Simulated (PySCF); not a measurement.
Structure problem from calculated spectra and properties.

Formula: C5H9B2N.

- Polarisability: 101.0 au [wB97X-D/def2-SVPD]
- 13C NMR: chemical shifts (computed TMS as zero) by class: 139.7 (2 C), 127.9 (1 C), 120.0 (2 C) ppm [GIAO KT2/pcSseg-1]
- Rotational structure: rotational constants A, B, C: 4.590, 1.494, 1.259 GHz [PBE0-D3(BJ)/def2-SVP]
- UV, first state: lowest singlet excitation: 4.21 eV (295 nm, f = 0.002) [TDDFT wB97X-D/def2-SVPD]
- NMR, other nuclei: isotropic shieldings of nuclei other than C and H, by class: -8 (1 B), 105 (1 B), -26 (1 N) ppm [GIAO KT2/pcSseg-1]
- UV, strongest line: among the 10 lowest singlet transitions: S2 at 4.22 eV (294 nm, f = 0.174) [TDDFT wB97X-D/def2-SVPD]
- Couplings: largest of the computed one-bond spin–spin couplings (means over like bonds): 13C–1H +195.1 (×2), 13C–1H +175.3 (×2), 13C–1H +173.7, 11B–1H +119.4 (×2), 11B–1H +102.4 (×2), 13C–13C +64.3 (×2), 11B–11B +61.1, 13C–13C +59.7 (×2) Hz [B3LYP/pcJ-1, spin–dipole term left out for some pairs]

Electronic properties: PySCF, gas phase, density fitting. Levels stand in brackets. Isolated species at its PBE0-D3(BJ)/def2-SVP geometry (one conformer only). NMR classes are plain means over equivalent atoms (diastereotopic ones count apart unless rotation or inversion swaps them), as if these changed places fast.

Question: Give a SMILES that accounts for the data.

Answer: Numbering: `[BH2:1][BH2-:2][n+:3]1[cH:4][cH:5][cH:6][cH:7][cH:8]1`. 5 carbons fall into 3 classes; from least to most shielded: aromatic CH next to a ring nitrogen [C4/C8] (139.7 ppm, 2 C), aromatic CH carbon [C6] (127.9 ppm), aromatic CH carbon [C5/C7] (120.0 ppm, 2 C). The other shieldings belong to: -8 ppm, three-coordinate boron [B1]; 105 ppm, four-coordinate boron [B2]; -26 ppm, nitrogen bonded to B and 2 C [N3]. The couplings run between: +195.1 Hz, aromatic CH next to a ring nitrogen [C4] and its hydrogen (with 1 like pair); +175.3 Hz, aromatic CH carbon [C5] and its hydrogen (with 1 like pair); +173.7 Hz, aromatic CH carbon [C6] and its hydrogen; +119.4 Hz, three-coordinate boron [B1] and its hydrogen (with 1 like pair); +102.4 Hz, four-coordinate boron [B2] and its hydrogen (with 1 like pair); +64.3 Hz, aromatic CH next to a ring nitrogen [C4] and aromatic CH carbon [C5] (with 1 like pair); +61.1 Hz, three-coordinate boron [B1] and four-coordinate boron [B2]; +59.7 Hz, aromatic CH carbon [C5] and aromatic CH carbon [C6] (with 1 like pair). By its constants the optimised geometry is an asymmetric top. Structure: `B[BH2-][n+]1ccccc1`. Computed isomers that give other values at the same levels: `BCBn1cccc1` (rotational constant A: 5.318 GHz; this holds for the one conformer computed). The assignments are read from this structure; whether some other isomer fits the data as well wasn't checked.

Conformer computed: `[BH2:1][BH2-:2][n+:3]1[cH:4][cH:5][cH:6][cH:7][cH:8]1`: B1–B2–N3–C4 -93°.
